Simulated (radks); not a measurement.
Question: The table gives one normalised radial function P(r) = r R(r) (large component) of Ni4+ in [Ar] 3d6 (r in bohr). Method: Dirac Kohn-Sham, PBE, spin-unpolarised, spherical densities, point nucleus; open shells fill j = l - 1/2 first; computed with a radial shooting solver on a logarithmic mesh with Libxc functionals.

r,P
0.005179,0.0000
0.006584,0.0001
0.008303,0.0001
0.01056,0.0003
0.01331,0.0006
0.01692,0.0011
0.02151,0.0021
0.02713,0.0040
0.03449,0.0077
0.04349,0.0142
0.05529,0.0262
0.07029,0.0473
0.08864,0.0814
0.1127,0.1381
0.1421,0.2213
0.1807,0.3433
0.2297,0.5029
0.2896,0.6823
0.3682,0.8681
0.4643,1.0110
0.5903,1.0769
0.7444,1.0352
0.9464,0.8896
1.203,0.6756
1.517,0.4517
1.929,0.2502
2.432,0.1134
3.092,0.0369

Which n and l does it have? It may be an empty orbital.

Answer: n = 3, l = 2: the number of nodes gives n - l - 1 = 0, the rise at small r points to l (for j = l - 1/2 the large component starts as r^gamma with gamma = sqrt(l^2 - (Z/c)^2) = 1.99 and the r^(l+1) term takes over further out; the orbital of l - 1 with the same j starts with the same power, but with a larger coefficient, and does not steepen), and the extent must fit the shell. The curve is that of 3d3/2; the two j differ most near the nucleus, where j = l - 1/2 has the larger amplitude, and in heavy atoms j = l - 1/2 is also the more compact. 3d3/2: eigenvalue -68.602 eV, 0 radial nodes, <r> = 0.839 bohr, 90 % of the charge inside 1.39 bohr.
